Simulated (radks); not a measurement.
Charge is removed step by step from the 3s level of the neodymium ion Nd2+, starting from [Xe] 4f4. All-electron calculation, scalar-relativistic Kohn-Sham, r2SCAN, spin-unpolarised, spherical densities, finite nucleus; meta-GGA in the generalised Kohn-Sham scheme; Fermi nuclear charge, rms radius 4.9123 fm. Program: a radial shooting solver on a logarithmic mesh with Libxc functionals.

removed (e)	E - E(0) (eV)	eigenvalue (eV)	E minus straight line (eV)
0	0.000	-1549.9	0.000
0.25	388.51	-1561.2	-4.361
0.5	779.89	-1572.8	-5.855
0.75	1174.2	-1584.7	-4.419
1	1571.5	-1596.7	0.000

Removing the whole electron costs 1571.5 eV by Delta-SCF, against 1549.9 eV from minus the eigenvalue at the starting occupation. Slater's transition state (half an electron removed) gives 1572.8 eV. Integrating minus the eigenvalue over the occupation (Janak's theorem) gives 1573.0 eV. In this scalar-relativistic scheme the density is built from large components alone, so the theorem holds only approximately. The mean slope of the eigenvalue, de/dn, is 46.8 eV per electron.
